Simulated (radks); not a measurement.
Effect of the nuclear size on neutral erbium, [Xe] 4f12 6s2. Method: Dirac Kohn-Sham, LDA (Slater exchange, Perdew-Wang correlation), spin-unpolarised, spherical densities, finite nucleus; open shells fill j = l - 1/2 first; Fermi nuclear charge, rms radius 5.2516 fm; computed with a radial shooting solver on a logarithmic mesh with Libxc functionals. The rms radius is varied about that value; shifts are against it.

rms radius (fm),total energy shift (eV),density at nucleus (e/bohr^3),1s1/2 shift (meV),2s1/2 shift (meV),5s1/2 shift (meV),5p1/2 shift (meV),6s1/2 shift (meV),4f7/2 shift (meV),6p1/2 (empty) shift (meV)
4.5374,-8.13,9.068e+05,-3330,-445,-3.39,0.353,-0.136,0.602,0.118
5.0835,-1.99,8.775e+05,-815,-109,-0.830,0.086,-0.033,0.147,0.029
5.2516,0,8.693e+05,0.000,0.000,0.000,0.000,0.000,0.000,0.000
5.635,4.71,8.517e+05,1930,257,1.96,-0.204,0.079,-0.349,-0.068
6.3072,13.5,8.243e+05,5540,740,5.64,-0.587,0.226,-1.00,-0.196

Slopes of the eigenvalues against <r^2> in GHz/fm^2, as finite differences over the two radii next to the reference (eigenvalue slopes, not the field-shift constants of lines): 1s1/2 112000, 2s1/2 15000, 5s1/2 114, 5p1/2 -11.9, 6s1/2 4.57, 4f7/2 -20.3, 6p1/2 (empty) -3.97.
